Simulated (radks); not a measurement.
Results of a calculation; reference values are marked as such.
How relativity changes the ionisation of neutral tellurium ([Kr] 4d10 5s2 5p4) to Te+ ([Kr] 4d10 5s2 5p3). Spin-unpolarised spherical Kohn-Sham, PBEsol, point nucleus unless stated (finite: rms radius 4.7423 fm), a radial shooting solver on a logarithmic mesh with Libxc functionals. A level marked "c x" has the speed of light scaled by that factor and shares open shells by 2j + 1; other Dirac levels either fill j = l - 1/2 first or share by 2j + 1.

\begin{tabular}{lrrrrr}
level & E(Te) (hartree) & E(Te+) (hartree) & IE (eV) & HOMO & <r> HOMO (bohr) \\ \hline
non-rel. & -6611.07584 & -6610.71585 & 9.796 & 5p & 2.680 \\
scalar-rel. & -6791.58540 & -6791.22698 & 9.753 & 5p & 2.663 \\
scalar-rel., finite nucleus & -6791.37711 & -6791.01868 & 9.753 & 5p & 2.663 \\
Dirac, 2j+1 shares & -6793.90462 & -6793.54542 & 9.774 & 5p3/2 & 2.707 \\
Dirac, low j first & -6793.92423 & -6793.57984 & 9.371 & 5p3/2 & 2.714 \\
Dirac, 2j+1 shares, finite nucleus & -6793.69565 & -6793.33644 & 9.774 & 5p3/2 & 2.707 \\
Dirac, c x 0.75 & -6957.04331 & -6956.68389 & 9.780 & 5p3/2 & 2.733 \\
Dirac, c x 1.25 & -6724.98965 & -6724.63028 & 9.779 & 5p3/2 & 2.696 \\
Dirac, c x 1.5 & -6689.07632 & -6688.71680 & 9.783 & 5p3/2 & 2.691 \\
\end{tabular}

NIST Atomic Spectra Database: 9.010 eV (measured). The relativistic part of the total energy of Te is -182.6 hartree (Dirac, 2j+1 shares, finite nucleus), 2.8 % of the non-relativistic value. Spin polarisation and multiplet splitting of open shells are left out at every level.

Beside tabulated values, note that relativity, absent from the non-relativistic runs, is large for the heavy elements, and spin-unpolarised runs miss the spin-polarisation part of the exchange energy of open shells.
